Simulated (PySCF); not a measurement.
CH9FOSi3, SMILES C[SiH2][SiH2]O[SiH2]F.

Geometry: r2SCAN-D4/def2-SVP. The structure was generated by enumeration, and PubChem lists no compound with its InChIKey, so it may never have been made. One conformer was computed; it need not be the lowest.

All values below come from B3LYP/def2-TZVP (PySCF).

Gas-phase values at a fixed geometry.

### Question
Estimate the frontier levels, gap, dipole moment and polarisability. (The exact figures need the calculation; the answer reports its results.)

### Answer

```
Property                                                                                                        Result
---------------------------------------------------------------------------------------------  -----------------------
highest occupied level                                                                                        -7.60 eV
lowest empty level                                                                                            -0.63 eV
orbital gap                                                                                                    6.98 eV
dipole moment                                                                                                   0.86 D
quadrupole, principal values (traceless, Buckingham form, about the centre of nuclear charge)   -6.89, -1.16, 8.05 D·Å
mean static polarisability                                                                       93.6 bohr³ (13.87 Å³)
polarisability, principal values                                                               82.1, 90.6, 108.2 bohr³
```
